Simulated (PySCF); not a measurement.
Compound: C₆HF₃N₂.
SMILES with atom numbers: `[N:1]#[C:2][CH:3]=[C:4]=[C:5]([C:6]#[N:7])[C:8]([F:9])([F:10])[F:11]` (hydrogens: H12 on C3)

The calculation used PBE0-D3(BJ)/def2-SVP geometry optimisation, gas phase (PySCF 2.14.0).

Problem. Give the optimised bond lengths and angles.

Solution. 
```json
{"bond": "N1≡C2", "length (Å)": "1.158"}
{"bond": "C2–C3", "length (Å)": "1.428"}
{"bond": "C3=C4", "length (Å)": "1.310"}
{"bond": "C4=C5", "length (Å)": "1.314"}
{"bond": "C5–C6", "length (Å)": "1.430"}
{"bond": "C6≡N7", "length (Å)": "1.158"}
{"bond": "C5–C8", "length (Å)": "1.523"}
{"bond": "C8–F9, C8–F10, C8–F11", "length (Å)": "1.327"}
{"bond": "C3–H12", "length (Å)": "1.099"}
```

Bonds in one row agree within 0.01 Å and their mean is given. A selection of angles:
```json
{"angle": "N1–C2–C3", "degrees": "178.7"}
{"angle": "C2–C3–C4", "degrees": "123.1"}
{"angle": "C3–C4–C5", "degrees": "178.8"}
{"angle": "C4–C5–C6", "degrees": "121.7"}
{"angle": "C4–C5–C8", "degrees": "120.9"}
{"angle": "C6–C5–C8", "degrees": "117.4"}
{"angle": "C5–C6–N7", "degrees": "179.1"}
{"angle": "C5–C8–F9", "degrees": "110.3"}
{"angle": "C5–C8–F11", "degrees": "110.7"}
{"angle": "F9–C8–F10", "degrees": "108.2"}
{"angle": "F9–C8–F11", "degrees": "108.9"}
```

Torsions: C4–C5–C8–F9 124° (anticlinal). The mirror-image conformer, all signs reversed, is as good.

All 3 C–F bonds measure 1.326 to 1.329 Å. The 5 C–C bonds span 1.310 Å (C3=C4, drawn double) to 1.523 Å (C5–C8, drawn single), a spread of 0.213 Å.

Point group: C1 (no symmetry element, even within 0.4 Å). Not checked by PBE0-D3(BJ)/def2-SVP frequencies.
